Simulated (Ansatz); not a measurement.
CH3ClO2Si (`O[Si@@H]1O[C@@H]1Cl`), relaxed with RKS PBE-D4/def2-SVP in Ansatz from a rough embedded geometry. The force threshold is 0.03 eV/Å; the program also tests the step.

Charge 0, multiplicity 1.

Start:

```xyz
8

O    -1.588    0.075   -1.026
Si   -0.697    0.338    0.283
O     0.828    0.812   -0.189
C     0.956   -0.323    0.518
Cl    1.406   -1.814   -0.395
H    -1.032   -0.115   -1.889
H    -1.264    1.387    1.206
H     1.391   -0.360    1.492
```

**Question.** By how much does the energy fall, and how many steps does the optimiser take? (An estimate is asked.)

**Answer.** Ansatz gave: 0.68 eV, in 8 steps.

**Question.** Which bonds change most? (Estimate.)

**Answer.** Ansatz gave: O3–C4 from 1.343 to 1.443 Å; O1–H6 from 1.044 to 0.978 Å; Si2–O3 from 1.665 to 1.717 Å; O1–Si2 from 1.605 to 1.657 Å.

**Question.** Give the relaxed structure. (An estimate is asked.)

**Answer.** The calculation gave: 
```xyz
8

O    -1.551    0.172   -1.112
Si   -0.633    0.548    0.216
O     1.022    0.959    0.020
C     0.908   -0.371    0.570
Cl    1.338   -1.693   -0.604
H    -1.129   -0.493   -1.691
H    -1.441    1.420    1.104
H     1.486   -0.541    1.496
```
